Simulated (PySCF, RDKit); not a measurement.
Relaxed torsion scan: C6H9NSi, SMILES Nc1ccccc1[SiH3]. Scanned: dihedral H9–N1–C2–C3; all other coordinates were relaxed at GFN2-xTB. Heavy atoms are numbered in the order of the SMILES Nc1ccccc1[SiH3], hydrogens after them in the order of the atoms that carry them; the mirror image has the same energies with the sign of each dihedral reversed.

Methods: RKS-B3LYP/6-31G* = restricted B3LYP/6-31G*, spherical d, density fitting // GFN2-xTB (PySCF 2.14.0); MMFF94 // GFN2-xTB (RDKit); UFF // GFN2-xTB (RDKit).

Energies in kJ/mol, each method relative to its own lowest point.

| φ / ° | RKS-B3LYP/6-31G* | MMFF94 | UFF |
|---|---|---|---|
| -150 | 0.0 | 0.0 | 11.1 |
| -120 | 3.7 | 6.1 | 23.5 |
| -90 | 11.5 | 19.9 | 46.8 |
| -60 | 8.8 | 10.9 | 30.7 |
| -30 | 1.4 | 0.3 | 13.6 |
| 0 | 4.9 | 5.8 | 0.0 |
| 30 | 1.4 | 0.3 | 13.6 |
| 60 | 8.8 | 10.9 | 30.8 |
| 90 | 11.5 | 19.9 | 46.8 |
| 120 | 3.6 | 6.1 | 23.5 |
| 150 | 0.1 | 0.0 | 11.0 |
| 180 | 4.9 | 5.8 | 0.0 |

MMFF94 has few fitted parameters for silicon.
